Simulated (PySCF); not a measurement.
## C₆ coefficients of unlike pairs at BHandHLYP

Calculated with PySCF 2.14 from the dipole response of each species, C₆(A,B) = (3/π) ∫ α_A(iu) α_B(iu) du, in atomic units, from isotropic polarisabilities. For ions this is the dispersion term alone; charge-induced terms of lower order in 1/R come first.

| species | configuration | basis | relativity | α (bohr³) | C₆ (like pair) |
| --- | --- | --- | --- | --- | --- |
| Sb | [Kr] 4d10 5s2 5p3 (4S) | x2c-QZVPPall with one added diffuse shell each of s, p, d, f type (14s10p8d5f1g) | spin-free X2C | 44.34 | 484.9 |
| Ba²⁺ | [Xe] (1S) | aug-cc-pwCVTZ-X2C (11s10p8d4f) | spin-free X2C | 10.59 | 76.68 |
| Mg²⁺ | [Ne] (1S) | dyall-av2z (14s10p4d) | none | 0.4846 | 0.5799 |

**Question.** Estimate C₆ for Mg²⁺ with Sb.

**Answer.** The integral gives 10.82. The combination rule 2 C_A C_B / (C_A α_B/α_A + C_B α_A/α_B) gives 9.636 and the geometric mean 16.77.

No spin-orbit coupling is included.

The other pairs:

```tsv
pair	C₆
Ba²⁺, Sb	175.8
Mg²⁺, Ba²⁺	5.653
```
